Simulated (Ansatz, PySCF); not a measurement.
Cd(SiH3)(OSiH3) (CdH6OSi2), SMILES [SiH3][O][Cd][SiH3].

Geometry optimised at B3LYP-D3(BJ)/def2-SVP. The structure was generated by enumeration; whether it is a known compound was not checked. The def2 effective core potentials stand for the cores of Cd; spin–orbit coupling is left out. The values are those of a single conformer.

Vertical ionisation energy (IE) and electron affinity (EA) in eV. Rows of orbital energies are one-electron estimates. Where ΔSCF, EOM or ADC give a negative EA the extra electron is unbound and the value depends on the basis.

```json
[
 {"level": "−ε(HOMO), −ε(LUMO), B3LYP/def2-TZVP (PySCF)", "IE": "7.56", "EA": "1.39"},
 {"level": "−ε(HOMO), −ε(LUMO), PBE/def2-TZVP (PySCF)", "IE": "6.38", "EA": "1.94"},
 {"level": "ΔSCF, CAM-B3LYP/def2-SVPD (Ansatz), final states of multiplicity 2 and 2", "IE": "9.84", "EA": "-0.29"},
 {"level": "ΔSCF, PBE/def2-SVPD (Ansatz), final states of multiplicity 2 and 2", "IE": "9.18", "EA": "-0.07"}
]
```

Problem. What vertical singlet–triplet gap does ΔSCF give with CAM-B3LYP/def2-SVPD (Ansatz, a program for electronic structure) and with PBE/def2-SVPD (Ansatz)? (Estimate from the structure and the level; the computed values follow.)

Solution. 5.35 and 4.66 eV (triplet above singlet where positive).
